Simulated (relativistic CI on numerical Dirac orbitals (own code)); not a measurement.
Ligand-field terms of d5

Computed with a parametric ligand-field model of a d^n configuration (Racah B and C, spin-orbit zeta, crystal field), exact diagonalisation.

Field parameters in Wybourne normalisation: Oh B⁴₀ = 21Dq, B⁴₄ = √(5/14) B⁴₀; Td as Oh with Dq negative (B⁴₀ = 21Dq, B⁴₄ = √(5/14) B⁴₀). The field is a parameter set, without covalency.

Question: Lowest levels for B = 610, C = 2240, ζ = 290 cm⁻¹, Oh, 10Dq = 26450 cm⁻¹?

Answer: Γ7 0 (S 0.50), Γ8 507 (S 0.50), Γ8 15726 (S 1.50), Γ7 15742 (S 1.50), Γ8 15845 (S 1.50), Γ6 15905 (S 1.50), Γ6 20383 (S 1.50), Γ8 20388 (S 1.50), Γ8 20461 (S 1.50) cm⁻¹, with S from ⟨S²⟩ = S(S + 1). The ground level has 0.04 electrons in the cubic e pair.

Question: Lowest levels for B = 1010, C = 4460, ζ = 570 cm⁻¹, Oh, 10Dq = 37850 cm⁻¹?

Answer: Γ7 0 (S 0.50), Γ8 1006 (S 0.50), Γ8 17336 (S 1.66), Γ7 17376 (S 1.67), Γ8 17832 (S 1.50), Γ6 17947 (S 1.50), Γ8 19656 (S 2.38), Γ7 19663 (S 2.38), Γ6 25142 (S 1.50) cm⁻¹, with S from ⟨S²⟩ = S(S + 1). The ground level has 0.05 electrons in the cubic e pair.

Question: Lowest levels for B = 750, C = 3220, ζ = 390 cm⁻¹, Oh, 10Dq = 21800 cm⁻¹?

Answer: Γ7 0 (S 0.51), Γ8 704 (S 0.51), Γ8 2884 (S 2.49), Γ7 2885 (S 2.49), Γ8 7459 (S 1.51), Γ7 7506 (S 1.51), Γ8 7508 (S 1.50), Γ6 7575 (S 1.50), Γ6 12783 (S 1.50) cm⁻¹, with S from ⟨S²⟩ = S(S + 1). The ground level has 0.07 electrons in the cubic e pair.

Question: Lowest levels for B = 580, C = 2930, ζ = 60 cm⁻¹, Td, 10Dq = -9300 cm⁻¹?

Answer: Γ7+Γ8 0 (S 2.50), Γ6 13376 (S 1.50), Γ8 13384 (S 1.50), Γ7 13397 (S 1.50), Γ8 13399 (S 1.50), Γ8 16616 (S 0.60), Γ7 16718 (S 0.71), Γ6 16776 (S 1.50), Γ8 16776 (S 1.50) cm⁻¹, with S from ⟨S²⟩ = S(S + 1). The ground level has 2.00 electrons in the cubic e pair.

Question: Lowest levels for B = 420, C = 2000, ζ = 2900 cm⁻¹, Oh, 10Dq = 21200 cm⁻¹?

Answer: Γ7 0 (S 0.66), Γ8 5549 (S 0.64), Γ8 13531 (S 1.59), Γ7 15317 (S 1.69), Γ8 16630 (S 1.48), Γ6 17540 (S 1.48), Γ6 19583 (S 1.46), Γ8 19757 (S 1.45), Γ7 19961 (S 1.32) cm⁻¹, with S from ⟨S²⟩ = S(S + 1). The ground level has 0.18 electrons in the cubic e pair; its S is far from a half-integer, so spin-orbit coupling mixes spin states.
